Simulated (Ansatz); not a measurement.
The same hydrogenolysis along the group O, S, Se, Te.

Gas-phase electronic energies from Ansatz, PBE0-D4/def2-TZVP geometries. CCSD(T)/CBS adds triple-zeta CCSD(T) − MP2 to the extrapolated MP2 energy (def2 sets, frozen cores). This one scheme is used for every species. Functionals use def2-TZVPP. def2 core potentials past Kr. For Se, Te outer-core shells are correlated without core-valence functions, which leaves a few kJ/mol of doubt a bond. Scalar relativity is left out up to krypton. Each species was taken in one conformer, which may not be the lowest.

```tsv
reaction	B2PLYP (kcal/mol)	CCSD(T)/CBS(def2) (kcal/mol)
`CC[SiH2]O` + H₂ → H₂O + `CC[SiH3]`	16.8	16.5
`CC[SiH2]S` + H₂ → H₂S + `CC[SiH3]`	8.5	10.0
`CC[SiH2][SeH]` + H₂ → H₂Se + `CC[SiH3]`	9.6	12.0
`CC[SiH2][TeH]` + H₂ → H₂Te + `CC[SiH3]`	8.9	12.0
```

Largest T1 diagnostic: 0.010, for H₂Te.
